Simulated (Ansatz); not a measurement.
Cost and result for the atomization energy of C$_{3}$H$_{7}$FGe (`F[C@H]1C[C@@H]1[GeH3]`) (12 atoms, 12 bonds).

Cartesian coordinates in Å:
```
F -1.7796 -1.1810 1.4168
C -0.6285 -0.5271 1.0845
C 0.4111 -1.2957 0.3663
C -0.3982 -0.2319 -0.3552
Ge 0.4026 1.4413 -0.9189
H -0.3534 0.1912 1.8497
H 0.1738 -2.3270 0.1356
H 1.4527 -1.1072 0.5999
H -1.1689 -0.6276 -1.0086
H 1.1560 1.2566 -2.2468
H 1.4023 1.8786 0.1678
H -0.6698 2.5298 -1.0910
```

Total charge 0; spin multiplicity 1. Correlated methods include outer-core shells of Ge, which these sets cover unevenly. Scalar relativity is left out up to krypton. Geometry: relaxed with PBE0-D4/def2-TZVP. Program: Ansatz. All runs use 4 threads of an Arm Neoverse V1 on a shared host. Times are those of one run each, without the atoms' runs, and a repeat can differ threefold. Electronic energies, without spin–orbit coupling; frozen cores. CCSD(T)/CBS adds CCSD(T) − MP2 in def2-TZVPP to the MP2 limit, and its time is that of the two runs behind it. T1 = 0.011. With those shells the extrapolation isn't a true limit. B3LYP takes the VWN-RPA correlation (the form of Gaussian; ORCA's B3LYP/G).

CCSD(T)/CBS is a level of theory with its own doubt, some kJ/mol a heavy atom from the limit and from the frozen cores, so smaller differences don't rank the functionals.

```csv
level,functions,wall time,atomization (kJ/mol),difference from CCSD(T)/CBS,per bond
PBE-D4/def2-TZVPP (with forces),270,3 s,4441.8,86.7,7.2
PBE0-D4/def2-TZVPP,270,3.8 s,4376.5,21.4,1.8
r2SCAN-D4/def2-TZVPP (with forces),270,6 s,4371.6,16.5,1.4
B3LYP-D4/def2-TZVPP (with forces),270,6 s,4336.4,-18.7,-1.6
B2PLYP/def2-TZVPP,270,7 s,4301.0,-54.1,-4.5
ωB97X-V/def2-TZVPP,270,9.5 s,4376.9,21.8,1.8
ωB97M-V/def2-TZVPP (with forces),270,14 s,4355.7,0.6,0.1
MP2/def2-QZVPP,527,33 s,4374.7,19.6,1.6
CCSD(T)/def2-TZVPP,270,5.5 min,4263.8,-91.3,-7.6
CCSD(T)/CBS(def2),–,6.1 min,4355.1,0.0,0.0
```

The D4 term adds +36.2 kJ/mol with B3LYP and +18.9 kJ/mol with PBE0; it sums over pairs of atoms, weighted by their polarisabilities, and B3LYP, whose exchange is more repulsive, gets the larger term. In def2-TZVPP, CCSD(T) changes the Hartree–Fock value by +1083.0 kJ/mol (the triples alone add +62.2 kJ/mol) and MP2 by +1140.8 kJ/mol; breaking electron pairs costs correlation energy, which Hartree–Fock lacks. From PBE to PBE0 (25 % exact exchange), in def2-TZVPP and without D4, the atomization energy moves by −61.7 kJ/mol: exact exchange takes away binding that semilocal exchange gives to molecules.
